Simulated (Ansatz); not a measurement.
HSeO (SMILES [OH+]=[Se]) (charge +1), singlet: a trajectory.

The input file, in.yaml:

```yaml
crystal:
  periodic: [false, false, false]
  atoms:
    - {symbol: O, position_ang: [0.080020, -0.459490, -0.001560]}
    - {symbol: Se, position_ang: [0.685580, 1.008800, 0.484590]}
    - {symbol: H, position_ang: [-0.765610, -0.549310, -0.483030]}
basis:
  gaussian: {orbitals: STO-3G}
total_charge: 1
hamiltonian: {xc: hf}
md: {n_steps: 40, timestep: 0.25, temperature: 200, ensemble: nve, seed: 737, initial_velocities: maxwell_boltzmann}
```

Run by:

```bash
ansatz run in.yaml --threads 2 --pin off --events-out ev --progress --plain --max-ram 3481MiB
```

Output of Ansatz 0.2.0:

```
Functional definition: HF
  name "HF"
  cite "Fock, Z. Phys. 61, 126 (1930) doi:10.1007/BF01340294"
  parent pbe
  exchange = exact_x
  correlation = 0
269 factors; integrals over basis functions are off by at most 5.6e-6 eV
mean field evaluation 1: about -66601.5751 eV, gradient 2.3e1 eV
mean field evaluation 2: about -66601.6154 eV, gradient 2.3e1 eV
mean field evaluation 4: about -66603.5788 eV, gradient 9.4e-1 eV
mean field evaluation 8: about -66603.5824 eV, gradient 6.6e-6 eV
mean field evaluation 16: about -66603.4622 eV, gradient 7.5e-1 eV
mean field evaluation 32: about -66603.5824 eV, gradient 4.3e-5 eV
mean field -66603.58244991 eV, -2447.6365095045 hartree, gradient 4.3e-5 eV, S^2 0.000000; 0 other end points of the search recorded, 0 dependent functions left out
the calculation of the forces begins
reference -66603.58244991 eV, -2447.6365095045 hartree; 21, 21 occupied and 3, 3 virtual orbitals, 269 factors
md step     0: t =     0.00 fs  T =   200.0 K  F+E_penalty+E_count = -66603.58244991 eV  E_kin = 0.025852 eV  conserved = -66603.55659791 eV  (52 SCF iters)
md step     1: t =     0.25 fs  T =   229.7 K  F+E_penalty+E_count = -66603.58633765 eV  E_kin = 0.029690 eV  conserved = -66603.55664780 eV  (32 SCF iters)
md step     2: t =     0.50 fs  T =   256.8 K  F+E_penalty+E_count = -66603.58987660 eV  E_kin = 0.033188 eV  conserved = -66603.55668890 eV  (32 SCF iters)
md step     3: t =     0.75 fs  T =   276.1 K  F+E_penalty+E_count = -66603.59240120 eV  E_kin = 0.035686 eV  conserved = -66603.55671497 eV  (32 SCF iters)
md step     4: t =     1.00 fs  T =   284.4 K  F+E_penalty+E_count = -66603.59347877 eV  E_kin = 0.036756 eV  conserved = -66603.55672300 eV  (31 SCF iters)
md step     5: t =     1.25 fs  T =   280.4 K  F+E_penalty+E_count = -66603.59295925 eV  E_kin = 0.036246 eV  conserved = -66603.55671329 eV  (32 SCF iters)
md step     6: t =     1.50 fs  T =   265.2 K  F+E_penalty+E_count = -66603.59097395 eV  E_kin = 0.034285 eV  conserved = -66603.55668874 eV  (32 SCF iters)
md step     7: t =     1.75 fs  T =   241.7 K  F+E_penalty+E_count = -66603.58789221 eV  E_kin = 0.031238 eV  conserved = -66603.55665399 eV  (32 SCF iters)
md step     8: t =     2.00 fs  T =   213.8 K  F+E_penalty+E_count = -66603.58425008 eV  E_kin = 0.027636 eV  conserved = -66603.55661439 eV  (32 SCF iters)
md step     9: t =     2.25 fs  T =   186.4 K  F+E_penalty+E_count = -66603.58066589 eV  E_kin = 0.024091 eV  conserved = -66603.55657526 eV  (32 SCF iters)
md step    10: t =     2.50 fs  T =   164.1 K  F+E_penalty+E_count = -66603.57775542 eV  E_kin = 0.021214 eV  conserved = -66603.55654131 eV  (32 SCF iters)
md step    11: t =     2.75 fs  T =   151.2 K  F+E_penalty+E_count = -66603.57605600 eV  E_kin = 0.019540 eV  conserved = -66603.55651625 eV  (32 SCF iters)
md step    12: t =     3.00 fs  T =   150.6 K  F+E_penalty+E_count = -66603.57596578 eV  E_kin = 0.019463 eV  conserved = -66603.55650266 eV  (32 SCF iters)
md step    13: t =     3.25 fs  T =   164.0 K  F+E_penalty+E_count = -66603.57770133 eV  E_kin = 0.021199 eV  conserved = -66603.55650188 eV  (32 SCF iters)
md step    14: t =     3.50 fs  T =   191.6 K  F+E_penalty+E_count = -66603.58127518 eV  E_kin = 0.024761 eV  conserved = -66603.55651401 eV  (31 SCF iters)
md step    15: t =     3.75 fs  T =   231.7 K  F+E_penalty+E_count = -66603.58649376 eV  E_kin = 0.029956 eV  conserved = -66603.55653794 eV  (32 SCF iters)
md step    16: t =     4.00 fs  T =   281.6 K  F+E_penalty+E_count = -66603.59297578 eV  E_kin = 0.036404 eV  conserved = -66603.55657131 eV  (31 SCF iters)
md step    17: t =     4.25 fs  T =   337.1 K  F+E_penalty+E_count = -66603.60019018 eV  E_kin = 0.043580 eV  conserved = -66603.55661067 eV  (32 SCF iters)
md step    18: t =     4.50 fs  T =   393.5 K  F+E_penalty+E_count = -66603.60751250 eV  E_kin = 0.050861 eV  conserved = -66603.55665156 eV  (32 SCF iters)
md step    19: t =     4.75 fs  T =   445.7 K  F+E_penalty+E_count = -66603.61429625 eV  E_kin = 0.057607 eV  conserved = -66603.55668891 eV  (32 SCF iters)
md step    20: t =     5.00 fs  T =   489.2 K  F+E_penalty+E_count = -66603.61995395 eV  E_kin = 0.063236 eV  conserved = -66603.55671751 eV  (32 SCF iters)
md step    21: t =     5.25 fs  T =   520.7 K  F+E_penalty+E_count = -66603.62403934 eV  E_kin = 0.067307 eV  conserved = -66603.55673275 eV  (32 SCF iters)
md step    22: t =     5.50 fs  T =   538.4 K  F+E_penalty+E_count = -66603.62631828 eV  E_kin = 0.069587 eV  conserved = -66603.55673099 eV  (32 SCF iters)
md step    23: t =     5.75 fs  T =   542.4 K  F+E_penalty+E_count = -66603.62681831 eV  E_kin = 0.070106 eV  conserved = -66603.55671253 eV  (31 SCF iters)
md step    24: t =     6.00 fs  T =   535.0 K  F+E_penalty+E_count = -66603.62583519 eV  E_kin = 0.069156 eV  conserved = -66603.55667908 eV  (32 SCF iters)
md step    25: t =     6.25 fs  T =   520.4 K  F+E_penalty+E_count = -66603.62389800 eV  E_kin = 0.067262 eV  conserved = -66603.55663597 eV  (32 SCF iters)
md step    26: t =     6.50 fs  T =   503.6 K  F+E_penalty+E_count = -66603.62168410 eV  E_kin = 0.065093 eV  conserved = -66603.55659099 eV  (32 SCF iters)
md step    27: t =     6.75 fs  T =   490.1 K  F+E_penalty+E_count = -66603.61989740 eV  E_kin = 0.063344 eV  conserved = -66603.55655297 eV  (32 SCF iters)
md step    28: t =     7.00 fs  T =   484.3 K  F+E_penalty+E_count = -66603.61913148 eV  E_kin = 0.062602 eV  conserved = -66603.55652987 eV  (32 SCF iters)
md step    29: t =     7.25 fs  T =   489.1 K  F+E_penalty+E_count = -66603.61974674 eV  E_kin = 0.063220 eV  conserved = -66603.55652687 eV  (32 SCF iters)
md step    30: t =     7.50 fs  T =   504.8 K  F+E_penalty+E_count = -66603.62179107 eV  E_kin = 0.065246 eV  conserved = -66603.55654501 eV  (32 SCF iters)
md step    31: t =     7.75 fs  T =   529.2 K  F+E_penalty+E_count = -66603.62498406 eV  E_kin = 0.068403 eV  conserved = -66603.55658089 eV  (73 SCF iters)
md step    32: t =     8.00 fs  T =   558.1 K  F+E_penalty+E_count = -66603.62876925 eV  E_kin = 0.072142 eV  conserved = -66603.55662756 eV  (32 SCF iters)
md step    33: t =     8.25 fs  T =   586.0 K  F+E_penalty+E_count = -66603.63242146 eV  E_kin = 0.075745 eV  conserved = -66603.55667619 eV  (32 SCF iters)
md step    34: t =     8.50 fs  T =   607.0 K  F+E_penalty+E_count = -66603.63518346 eV  E_kin = 0.078465 eV  conserved = -66603.55671809 eV  (32 SCF iters)
md step    35: t =     8.75 fs  T =   616.2 K  F+E_penalty+E_count = -66603.63640113 eV  E_kin = 0.079655 eV  conserved = -66603.55674643 eV  (31 SCF iters)
md step    36: t =     9.00 fs  T =   610.2 K  F+E_penalty+E_count = -66603.63563064 eV  E_kin = 0.078873 eV  conserved = -66603.55675732 eV  (32 SCF iters)
md step    37: t =     9.25 fs  T =   587.6 K  F+E_penalty+E_count = -66603.63270076 eV  E_kin = 0.075951 eV  conserved = -66603.55675005 eV  (32 SCF iters)
md step    38: t =     9.50 fs  T =   549.3 K  F+E_penalty+E_count = -66603.62772573 eV  E_kin = 0.070999 eV  conserved = -66603.55672673 eV  (32 SCF iters)
md step    39: t =     9.75 fs  T =   498.1 K  F+E_penalty+E_count = -66603.62107391 eV  E_kin = 0.064382 eV  conserved = -66603.55669146 eV  (32 SCF iters)
md step    40: t =    10.00 fs  T =   438.3 K  F+E_penalty+E_count = -66603.61330428 eV  E_kin = 0.056655 eV  conserved = -66603.55664945 eV  (72 SCF iters)
Total energy: -66603.61330428 eV, -2447.6376433816 hartree
Atom 0 at     0.078699    -0.495906    -0.005965 Å, force    -0.970843     1.033223    -0.438342 eV/Å
Atom 1 at     0.686437     1.013996     0.485592 Å, force     0.025204    -0.514545    -0.037729 eV/Å
Atom 2 at    -0.811802    -0.378394    -0.491626 Å, force     0.945639    -0.518679     0.476072 eV/Å
Dipole moment:    -0.382018     0.005592    -0.212858 e Å

[the SCF lines of later steps are left out]
```

The lines “mean field evaluation” count trial sets of orbitals through the whole run, from several starts and some on an approximate energy, so they need not fall steadily or lie above the final value.

Hardware: 2 CPU threads of an AMD EPYC 7B13, shared host. Wall time about 4.1 s.
